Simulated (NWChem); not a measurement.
System: C$_{4}$H$_{8}$; SMILES C(=C/C)/C

Here is an NWChem input.

```
start job
memory heap 200 mb stack 900 mb global 1100 mb
geometry units angstroms
  C      1.422281     0.440895     0.756315
  C      0.776735    -0.340232    -0.341439
  C     -0.514034    -0.428445    -0.622783
  C     -1.651839     0.230805     0.086260
  H      1.987174    -0.229911     1.403820
  H      2.125394     1.159074     0.334180
  H      0.699743     0.978974     1.361711
  H      1.477453    -0.887015    -0.960922
  H     -0.817562    -1.043862    -1.461156
  H     -1.321685     0.840863     0.921079
  H     -2.341833    -0.525762     0.460242
  H     -2.203613     0.863223    -0.609397
end
basis spherical
  * library 6-31g*
end
dft
  xc b3lyp
  iterations 150
end
driver
  maxiter 120
end
task dft optimize
task dft freq
```

The level has its own optimisation; frequencies are unscaled. Brackets give each atom's bonded neighbours.

**Question.** Predict the main results of this run. (B3LYP/6-31G* (spherical d).) Quantities: r C–C [C(CCH)–C(CHHH)] (Å); r C–C [C(CCH)–C(CCH)] (Å); r C–H [C(CCH)–H(C)] (Å); highest harmonic frequency (cm⁻¹); lowest (cm⁻¹); zero-point energy (kcal/mol); dipole (D).

**Answer.** 
```yaml
r C–C [C(CCH)–C(CHHH)] (Å): 1.504
r C–C [C(CCH)–C(CCH)] (Å): 1.339
r C–H [C(CCH)–H(C)] (Å): 1.091
highest harmonic frequency (cm⁻¹): 3160
lowest (cm⁻¹): 134
zero-point energy (kcal/mol): 68.2
dipole (D): 0.18
```
